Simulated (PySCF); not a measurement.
Computed vibrations of [Bi(BH4)2]+

[Bi(BH4)2]+ (singlet). PySCF 2.14.0, RKS PBE0, Bi def2-SVP with ECP60, B def2-SVP, H def2-SVP; non-relativistic Hamiltonian with scalar-relativistic core potentials where named; density fitting; no spin-orbit coupling. Central differences of gradients.

```xyz
11

Bi    0.0000    0.0000   -0.1693
B     2.0060   -0.0502    1.1666
H     2.2651   -0.0266    2.3460
H     1.1405   -1.0413    1.1725
H     2.8056   -0.2019    0.2757
H     1.3538    1.0648    1.0122
B    -2.0060    0.0502    1.1666
H    -2.2651    0.0266    2.3460
H    -1.1405    1.0413    1.1725
H    -2.8056    0.2019    0.2757
H    -1.3538   -1.0648    1.0122
```

Run from Python with OMP_NUM_THREADS=2. Where DIIS fails, smearing, a level shift and second-order steps follow.
It took 3 min on 2 threads of Arm Neoverse V1, on a shared host.

Task: What are the harmonic wavenumbers and infrared intensities?

Result: Negative numbers are unstable modes, those under 60 cm⁻¹ near the noise; a finer grid moves soft modes by up to 10 cm⁻¹.
```
cm⁻¹  km/mol
 103     1.8
 116     0.0
 209     3.0
 264     4.9
 319     0.7
 530    38.0
 545    15.5
 587    17.9
 593     3.5
 829    19.6
 843     8.7
 994     0.0
1016   288.5
1019     3.2
1059    17.7
1139    96.8
1274     0.2
1300     2.1
1311     0.7
1922     7.0
1965   396.2
2027   167.3
2042    57.8
2566     8.5
2568     0.6
2696     0.3
2699    33.5
```

Task: Is this a minimum?

Result: Yes. Ideal gas at 298.15 K and 1 bar: S = 344.6 J/(mol K), Cp = 103.9 J/(mol K), H − H(0 K) = 20.2 kJ/mol (rigid rotor, harmonic modes, spin degeneracy alone).
